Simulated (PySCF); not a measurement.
A GIAO shielding run with PySCF (density fitting, non-relativistic, gas phase) on `FC[C@H]1CN[SiH2]N1`, C3H9FN2Si:

```
$ OMP_NUM_THREADS=1 python probes_run.py task.json out

{"job": {"kind": "nmr", "xc": "PBE0", "basis": "pcSseg-1"}, "charge": 0, "multiplicity": 1}
F      2.876815     0.579522     0.047516
C      1.927749    -0.210565    -0.553020
C      0.649152    -0.242162     0.283113
C     -0.015137     1.136684     0.365509
N     -1.417837     0.892758     0.615112
Si    -1.942332    -0.602018    -0.052054
N     -0.320620    -1.117039    -0.333789
H      1.736186     0.208042    -1.545977
H      2.361529    -1.211839    -0.647238
H      0.912812    -0.576167     1.299035
H      0.422212     1.728390     1.175354
H      0.145149     1.675843    -0.578985
H     -1.976065     1.728923     0.635163
H     -2.715388    -1.288430     0.984349
H     -2.607196    -0.608735    -1.357992
H     -0.044629    -2.084263    -0.347507
```

Hardware: 1 thread of an Intel Xeon Platinum 8488C, shared host. The job also computes population analyses, field gradients, ring-centre shieldings.

Problem. How large is the calculation?

Solution. 64 electrons, 171 basis functions and 901 auxiliary functions.

Problem. How long does it take, and how much memory does it need?

Solution. 26 s of wall time, with 12 SCF cycles and 4 response iterations; peak memory 0.77 GiB. Times on a shared host scatter by some tens of per cent.
